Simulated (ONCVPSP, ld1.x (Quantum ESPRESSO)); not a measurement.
## Potentials for phosphorus compared

Generated with ld1.x 7.5 (TM, RRKJ, ultrasoft, PAW), atompaw 4.2 or ONCVPSP 4.0.1. The cutoff is in Ry: for ld1.x and atompaw files where the sum of valence levels is converged to 10 mRy in a Bessel basis, for ONCV files where the hardest occupied wave has 1 mHa per electron of residual kinetic energy. The error is the largest all-electron minus pseudo excitation energy over each file’s own four to seven test configurations (ionisations up to +4, promotions, holes and added fractions of an electron), all of which were solved. The labels leave out finer settings (local radius, basis sizes, second energies), which also bear on the numbers. Spin-polarised tests are not counted. The rows are a selection from randomly drawn settings: files with unsolved tests, undetermined cutoffs or missed reference levels are left out.

A true bound ghost makes a file unfit for plane-wave use even where its test errors are small: the radial tests pick states by their node count and pass the ghost by.

```tsv
potential	cutoff (Ry)	largest error (meV)	bound ghosts
TM, PBE, scalar-relativistic, rc 1.10/1.30 (sp), local p, core correction no, reference 3s2 3p3	70	+234	none
ONCV, PBEsol, scalar-relativistic, rc 0.80/1.05/0.95 (spd), local smoothed, core correction yes, reference 2s2 2p6 3s2 3p2, qcut 13.8/13.9/12, projectors 2/2/2	149	+6.1	none
RRKJ, PBE, scalar-relativistic, rc 1.20/1.20 (sp), local s, core correction no, reference 3s2 3p3	80	+179	none
ONCV, PBE, non-relativistic, rc 1.30/1.40/1.50 (spd), local smoothed, core correction yes, reference 3s1.75 3p3.25, qcut 4.3/4.7/6.3, projectors 2/2/2	185	+23	s
```

(1) Fill in the row for P: TM, PBE, non-relativistic, rc 1.45/1.50 (sp), local s, core correction yes, reference 3s2 3p3.

(2) Fill in the row for P: ONCV, PBE, scalar-relativistic, rc 1.65/1.75/1.90 (spd), local smoothed, core correction no, reference 3s2 3p2.5, qcut 3.7/4.3/5.3, projectors 2/3/2.

(3) Fill in the row for P: ONCV, PBEsol, scalar-relativistic, rc 1.50/1.70/1.50 (spd), local d, core correction yes, reference 3s2 3p3, qcut 4.4/5.8/5.9, projectors 2/3/0.

Answers

(1) cutoff 30 Ry, largest error +139 meV, bound ghosts: none.

(2) cutoff 50 Ry, largest error +3.1 meV, bound ghosts: none.

(3) cutoff 21 Ry, largest error +181 meV, bound ghosts: none.
